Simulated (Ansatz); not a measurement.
CH4O2SSi, SMILES `O[SiH2]OC=S` from Hartree–Fock to CCSD(T)

```xyz
9

O    -0.0804    1.4111   -1.3730
Si    0.1708   -0.1556   -1.0034
O    -0.5394   -0.5603    0.4571
C    -0.0073   -0.3686    1.6603
S    -0.7758   -0.6274    3.0477
H    -0.9667    1.7095   -1.5828
H    -0.4660   -1.0786   -1.9635
H     1.6344   -0.3119   -0.8775
H     1.0305   -0.0181    1.6350
```

Charge 0, multiplicity 1. All single points use the PBE0-D4/def2-TZVP geometry. It is one conformer, not always the lowest. Frozen core, restricted reference, the Gaussian-basis code of Ansatz. CBS rows extrapolate triple and quadruple zeta; past MP2 they add the triple-zeta difference.

```json
{"basis": "def2-SVP", "HF (Eh)": "-876.07920", "MP2 corr.": "-0.72130"}
{"basis": "def2-TZVPP", "HF (Eh)": "-876.56830", "MP2 corr.": "-0.92019"}
{"basis": "def2-QZVPP", "HF (Eh)": "-876.59821", "MP2 corr.": "-0.99365"}
```

(1) Estimate the CCSD correlation energy and the (T) correction in each basis where they were run (hartree).

Results:

(1) 
```csv
basis,CCSD corr.,(T)
def2-SVP,-0.76001,-0.02304
def2-TZVPP,-0.95261,-0.04136
CBS(def2),-1.08048,as TZ
```
